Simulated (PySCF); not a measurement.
Compound: CF2Cl-CCl3, C2Cl4F2.
Cartesian coordinates in Å at the PBE0-D3(BJ)/def2-SVP level; atoms count from 1:
```xyz
8
C2Cl4F2 angstrom
F      0.812   -0.621   -1.451
C      0.752   -0.220   -0.188
F      1.585    0.800   -0.031
Cl     1.243   -1.544    0.868
C     -0.704    0.257    0.127
Cl    -1.079    1.587   -0.981
Cl    -1.823   -1.080   -0.138
Cl    -0.785    0.821    1.794
```

The calculation used PySCF 2.14.0, density-fitted response routines, TDDFT B3LYP/def2-SVPD, vertical, gas phase, core orbitals frozen in the response.

```json
{"state": "S1", "E (eV)": "6.25", "ν̃ (cm⁻¹)": "50440", "f": "0.0002", "|μ| (D)": "0.10", "symmetry": "–", "main configurations (H = HOMO, L = LUMO)": "H→L (97%)"}
{"state": "S2", "E (eV)": "6.61", "ν̃ (cm⁻¹)": "53280", "f": "0.011", "|μ| (D)": "0.66", "symmetry": "A′", "main configurations (H = HOMO, L = LUMO)": "H-1→L (92%)"}
{"state": "S3", "E (eV)": "6.64", "ν̃ (cm⁻¹)": "53530", "f": "0.0027", "|μ| (D)": "0.32", "symmetry": "A″", "main configurations (H = HOMO, L = LUMO)": "H→L+1 (90%)"}
{"state": "S4", "E (eV)": "6.72", "ν̃ (cm⁻¹)": "54210", "f": "0.019", "|μ| (D)": "0.87", "symmetry": "A″", "main configurations (H = HOMO, L = LUMO)": "H-2→L (84%)"}
{"state": "S5", "E (eV)": "6.83", "ν̃ (cm⁻¹)": "55110", "f": "0.0054", "|μ| (D)": "0.46", "symmetry": "A′", "main configurations (H = HOMO, L = LUMO)": "H-1→L+1 (88%)"}
{"state": "S6", "E (eV)": "7.01", "ν̃ (cm⁻¹)": "56560", "f": "0.0018", "|μ| (D)": "0.26", "symmetry": "–", "main configurations (H = HOMO, L = LUMO)": "H-2→L+1 (95%)"}
{"state": "S7", "E (eV)": "7.03", "ν̃ (cm⁻¹)": "56710", "f": "0.0068", "|μ| (D)": "0.51", "symmetry": "A′", "main configurations (H = HOMO, L = LUMO)": "H→L+2 (79%), H-3→L (12%)"}
{"state": "S8", "E (eV)": "7.06", "ν̃ (cm⁻¹)": "56930", "f": "0.0019", "|μ| (D)": "0.27", "symmetry": "–", "main configurations (H = HOMO, L = LUMO)": "H-3→L (71%), H→L+2 (12%), H-1→L+1 (9%)"}
{"state": "S9", "E (eV)": "7.30", "ν̃ (cm⁻¹)": "58870", "f": "0.0013", "|μ| (D)": "0.22", "symmetry": "–", "main configurations (H = HOMO, L = LUMO)": "H-1→L+2 (85%), H-4→L (9%)"}
{"state": "S10", "E (eV)": "7.37", "ν̃ (cm⁻¹)": "59440", "f": "0.0014", "|μ| (D)": "0.22", "symmetry": "–", "main configurations (H = HOMO, L = LUMO)": "H-4→L (63%), H-4→L+1 (15%), H-1→L+2 (8%)"}
```

Triplets, Tamm–Dancoff:

| state | E (eV) | λ (nm) | main configurations (H = HOMO, L = LUMO) |
| --- | --- | --- | --- |
| T1 | 5.71 | 217.3 | H→L (87%) |
| T2 | 5.96 | 208.0 | H-1→L (72%), H→L+2 (8%) |
| T3 | 6.02 | 206.0 | H-2→L (51%), H→L+1 (21%), H-4→L (12%) |
| T4 | 6.21 | 199.6 | H→L+1 (52%), H-2→L (14%), H-2→L+1 (10%) |

The lowest singlet comes at 198 nm (603 kJ/mol) in the vacuum ultraviolet; it is dark (f under 0.0005); its leading configuration is HOMO→LUMO (97%). The strongest level in the table is S4 at 6.72 eV (184 nm, f = 0.019). Löwdin shares by element: HOMO chlorine 99%; LUMO chlorine 74% or more, carbon 24% or more. The listed states span 1.12 eV, and the widest gap between neighbours is 0.35 eV (S1 to S2). Of the 10 states listed, 2 reach f = 0.01 and 1 stays under 0.0005. The oscillator strengths of these states sum to 0.052; summed over the whole spectrum of an exact calculation they would give the number of electrons, 98 (Thomas–Reiche–Kuhn). No computed singlet lies in the visible range (380 to 750 nm); the lowest, at 198 nm, stands 2.99 eV above its violet end (3.26 eV). Symmetry labels in Cs follow from the direction of the transition dipole and are given only for states with f of 0.002 or more. Singlets were solved by full linear response, triplets in the Tamm–Dancoff approximation.
